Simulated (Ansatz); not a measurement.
A run for Ansatz (a program for electronic structure): R-CCSD(T)/def2-TZVPP on H3NSn (SMILES [NH2][SnH]), a point of a torsion scan. Elements past Kr take the def2 small-core potentials; no spin–orbit coupling. The run froze 10 orbitals, filled d shells among them.

Ansatz 0.2 input:
```yaml
crystal:
  periodic: [false, false, false]
  atoms:
    - {symbol: N, position_ang: [-0.66456756, 0.01106682, 0.10723181]}
    - {symbol: Sn, position_ang: [1.05696642, -1.12217998, -0.08574543]}
    - {symbol: H, position_ang: [-1.55477488, -0.39076392, 0.36994204]}
    - {symbol: H, position_ang: [-0.87512163, 0.68951721, -0.61638835]}
    - {symbol: H, position_ang: [1.37450356, -0.72024916, -1.88190296]}
basis:
  gaussian:
    orbitals: def2-TZVPP
magnetization: {spin_polarized: false}
correlation: {method: ccsd_t, electrons: outside_noble_gas}
scf: {lower_state_search: off}
```

The head of its log:

```
WARN ansatz: RAYON_NUM_THREADS=1 ignored (pool sized by the plan → 1); use --threads N
Functional definition: HF
these checks for a lower state are left out or cut short: stability, starts, cluster_reference, orbital_swaps, neighbouring_geometries, increment
integrals: 0.20 GiB planned
899 factors; integrals over basis functions are off by at most 8.5e-4 eV
mean field: 0.25 GiB planned
mean field evaluation 1: about -7331.8954 eV, gradient 3.8e1 eV
mean field evaluation 2: about -7331.8969 eV, gradient 3.8e1 eV
mean field evaluation 4: about -7334.9483 eV, gradient 2.5e0 eV
mean field evaluation 8: about -7334.9843 eV, gradient 2.0e-1 eV
mean field -7334.98479494 eV, -269.5557193829 hartree, gradient 2.4e-6 eV, S^2 0.000000; 0 other end points of the search recorded, 0 dependent functions left out
10 core orbitals not correlated
reference -7334.98479494 eV, -269.5557193829 hartree; 6, 6 occupied and 107, 107 virtual orbitals, 899 factors
```

Problem. What total energy does the run end on?

Solution. -269.9029 hartree (reference determinant -269.5557, T1 diagnostic 0.019).
